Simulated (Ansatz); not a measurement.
`O[SiH2][CH2][SbH2]` + HCl → `O[SiH2]CCl` + `[SbH3]`  (substitution at a C–Sb bond)

Isolated molecules relaxed with PBE0-D4/def2-TZVP in Ansatz; ΔE leaves out vibrations. CCSD(T)/CBS is the MP2 limit (def2-TZVPP, def2-QZVPP) plus CCSD(T) − MP2 in def2-TZVPP, frozen cores. This one scheme is used for every species. DFT in def2-TZVPP. HSE06 is defined as in plane-wave codes. Elements past krypton have def2 core potentials. For Sb outer-core shells are correlated without core-valence functions, which leaves a few kJ/mol of doubt a bond. Each species was taken in one conformer, which may not be the lowest.

| level | ΔE (kJ/mol) | difference from CCSD(T)/CBS |
| --- | --- | --- |
| PBE-D4 | 50.2 | -10.5 |
| BLYP-D4 | 49.7 | -11.0 |
| B97M-V | 50.9 | -9.8 |
| PBE0-D4 | 51.9 | -8.8 |
| r2SCANh-D4 | 51.5 | -9.2 |
| HSE06-D4 | 51.9 | -8.8 |
| PBE | 45.4 | -15.3 |
| BLYP | 40.3 | -20.4 |
| r2SCAN | 49.9 | -10.8 |
| r2SCANh | 50.1 | -10.6 |
| RPA@PBE/def2-TZVPP | 54.9 | -5.8 |
| CCSD(T)/def2-SVP | 50.6 | -10.1 |
| SCS-MP2/def2-TZVPP | 59.5 | -1.2 |
| CCSD/def2-TZVPP | 56.5 | -4.2 |
| MP2/def2-QZVPP | 67.5 | 6.8 |
| MP2/CBS(def2) | 68.4 | 7.7 |
| CCSD(T)/CBS | 60.7 | 0 |

Largest T1 diagnostic among the species: 0.014.

Leaving LDA and LC-ωPBE aside and taking each functional with its dispersion term where it has one, the values, not all of them listed here, spread over 7.1 kJ/mol, from CAM-B3LYP-D4 to PBE-QIDH. In def2-TZVPP, CCSD(T) changes the Hartree–Fock value by +17.9 kJ/mol (the triples alone add +1.6 kJ/mol) and MP2 by +25.6 kJ/mol.

CCSD(T)/CBS has its own doubt, a few kJ/mol and more with outer-core shells, so smaller differences from it don't rank the levels.
